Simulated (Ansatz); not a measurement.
Consider the cleavage of the As–Si bond: `C[SiH2][AsH2]` + `C[SeH]` → `C[Se][AsH2]` + `C[SiH3]`.

Program: Ansatz. Geometries: PBE0-D4/def2-TZVP. ΔE: electronic, gas phase. CCSD(T)/CBS is the MP2 limit (def2-TZVPP, def2-QZVPP) plus CCSD(T) − MP2 in def2-TZVPP, frozen cores. This one scheme is used for every species. DFT in def2-TZVPP. HSE06 is defined as in plane-wave codes. For As, Se outer-core shells are correlated without core-valence functions, which leaves a few kJ/mol of doubt a bond. Scalar relativity is left out up to krypton.

`C[SiH2][AsH2]`:

```xyz
10

C    -0.151    1.179   -0.991
Si    0.604   -0.290   -0.111
As   -1.102   -1.508    0.992
H     0.613    1.731   -1.543
H    -0.614    1.863   -0.276
H    -0.918    0.855   -1.698
H     1.662    0.161    0.834
H     1.231   -1.217   -1.093
H    -0.097   -2.316    1.800
H    -1.228   -0.456    2.086
```

`C[SeH]`:

```xyz
6

C    -0.449    0.272    0.151
Se    1.423   -0.256    0.273
H    -0.647    0.760   -0.800
H    -0.613    0.981    0.962
H    -1.098   -0.589    0.290
H     1.384   -1.169   -0.876
```

`C[Se][AsH2]`:

Cartesian coordinates in Å:
```
C -0.346 -0.494 1.369
Se 0.139 1.095 0.345
As 0.334 0.009 -1.753
H -0.470 -0.161 2.400
H -1.283 -0.911 1.007
H 0.449 -1.236 1.322
H -0.473 1.032 -2.541
H 1.650 0.666 -2.149
```

`C[SiH3]`:

Cartesian coordinates in Å:
```
C -0.839 0.509 -0.108
Si 0.751 -0.456 0.096
H -0.733 1.270 -0.884
H -1.110 1.011 0.824
H -1.661 -0.152 -0.390
H 1.120 -1.136 -1.175
H 0.604 -1.493 1.153
H 1.868 0.447 0.483
```

**Question.** Is it downhill or uphill in electronic energy at CCSD(T)/CBS, and by how much? (Estimate.)

**Answer.** The calculation gave: Downhill: ΔE = -0.04 eV.

**Question.** What do these levels give: revPBE-D4, BLYP-D4, PBE0-D4, CAM-B3LYP-D4, ωB97X-V, revPBE, HSE06, HF/def2-SVP, CCSD/def2-SVP, CCSD(T)/def2-SVP, CCSD/def2-TZVPP, SCS-MP2/def2-QZVPP? (Best estimate.)

**Answer.** The calculation gave: revPBE-D4 -0.06, BLYP-D4 -0.13, PBE0-D4 -0.03, CAM-B3LYP-D4 -0.06, ωB97X-V -0.04, revPBE -0.06, HSE06 -0.03, HF/def2-SVP -0.07, CCSD/def2-SVP -0.02, CCSD(T)/def2-SVP -0.02, CCSD/def2-TZVPP -0.02, SCS-MP2/def2-QZVPP -0.08 eV.

Largest T1 diagnostic among the species: 0.011.

In def2-TZVPP, CCSD(T) changes the Hartree–Fock value by +0.09 eV (the triples alone add −0.00 eV) and MP2 by +0.07 eV. Leaving LDA and LC-ωPBE aside and taking each functional with its dispersion term where it has one, the values, not all of them listed here, spread over 0.10 eV, from BLYP-D4 to PBE-QIDH. LDA lies +0.06 eV from PBE without D4.
